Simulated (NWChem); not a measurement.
System: trans-1,3,3,3-tetrafluoropropene (C$_{3}$H$_{2}$F$_{4}$); SMILES F/C=C/C(F)(F)F

Input file for NWChem:

```
start job
memory heap 200 mb stack 900 mb global 1100 mb
geometry units angstroms noautosym nocenter noautoz
  F     -0.140028    -2.863673     0.000769
  C      0.297373    -1.604718    -0.003087
  C     -0.538510    -0.556947     0.006809
  C     -0.036674     0.850693     0.000837
  F     -0.477739     1.524967    -1.089755
  F     -0.476596     1.532948     1.086808
  F      1.318079     0.915614    -0.000472
  H      1.396854    -1.523245    -0.014693
  H     -1.629437    -0.694844     0.018574
end
basis spherical
  * library def2-svp
end
dft
  xc xpbe96 cpbe96
  iterations 150
end
cosmo
  do_cosmo_smd true
  solvent cychexan
end
task dft energy
```

All runs use the structure optimised with PBE-D3(BJ)/def2-SVP. Solvent: cyclohexane.

Level: PBE/def2-SVP with SMD (1 M gas to 1 M solution), gas-phase geometry.

Question: What results follow from this input? (PBE/def2-SVP, SMD on the gas-phase geometry.) Quantities: solvation free energy (kcal/mol); cavity-dispersion-structure term (kcal/mol); dipole in solution (D).

Answer: 
- solvation free energy (kcal/mol): -0.7
- cavity-dispersion-structure term (kcal/mol): 0.9
- dipole in solution (D): 1.28
